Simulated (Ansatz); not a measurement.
Abridged output of a molecular run in Ansatz:

```
Functional definition: HF
1456 factors; integrals over basis functions are off by at most 7.9e-4 eV
mean field evaluation 1: about -67898.7666 eV, gradient 3.8e1 eV
mean field evaluation 2: about -67898.9105 eV, gradient 3.8e1 eV
mean field evaluation 4: about -67903.5354 eV, gradient 4.1e0 eV
mean field evaluation 8: about -67903.6576 eV, gradient 4.8e-1 eV
mean field evaluation 16: about -67903.6590 eV, gradient 1.7e-6 eV
mean field -67903.65897178 eV, -2495.4134404597 hartree, gradient 1.7e-6 eV, S^2 0.000000; 0 other end points of the search recorded, 0 dependent functions left out
20 core orbitals not correlated: weight in the atoms' cores, before any rotation towards them, 1.000 or more for the frozen orbitals, at most 0.000 for the correlated occupied ones
reference -67903.65897178 eV, -2495.4134404597 hartree; 15, 15 occupied and 212, 212 virtual orbitals, 1456 factors
second order -16.36514347 eV of doubles, -0.00000000 eV of singles
cycle   1  -16.78152741 eV  change   -4.2e-1 eV  update   1.2e-1
cycle   2  -17.42755691 eV  change   -6.5e-1 eV  update   3.9e-2
cycle   3  -17.53336933 eV  change   -1.1e-1 eV  update   2.0e-2
cycle   4  -17.52435217 eV  change    9.0e-3 eV  update   5.5e-3
cycle   5  -17.52378615 eV  change    5.7e-4 eV  update   2.9e-3
cycle   6  -17.52319521 eV  change    5.9e-4 eV  update   1.3e-3
cycle   7  -17.52313164 eV  change    6.4e-5 eV  update   7.4e-4
cycle   8  -17.52334555 eV  change   -2.1e-4 eV  update   3.0e-4
cycle   9  -17.52340805 eV  change   -6.2e-5 eV  update   1.2e-4
cycle  10  -17.52333173 eV  change    7.6e-5 eV  update   5.7e-5
cycle  11  -17.52335435 eV  change   -2.3e-5 eV  update   3.2e-5
cycle  12  -17.52335713 eV  change   -2.8e-6 eV  update   1.6e-5
perturbative correction -0.80169110 eV, -0.0294616045 hartree
Total energy: -67921.98402001 eV, -2496.0868735610 hartree
```

Its atoms:

```xyz
10

Si   -1.347   -1.890    0.663
Al   -0.200    0.258    0.362
C     1.503    0.857   -0.257
Ga    0.078    2.259   -0.911
H    -2.811   -1.783    0.417
H    -1.156   -2.376    2.060
H    -0.796   -2.927   -0.255
H     2.346    0.298   -0.667
H     1.925    1.732    0.281
H     0.458    3.572   -1.693
```

(1) Which basis set was used?
A. def2-TZVPP
B. def2-TZVPPD
C. def2-QZVPP
D. cc-pV(D+d)Z

(2) Write the keys of the input that set method, charge and spin (a neutral closed shell needs none for the last two).

Results:

(1) A. It gives 247 functions.

(2) 
```yaml
correlation: {method: ccsd_t}
```
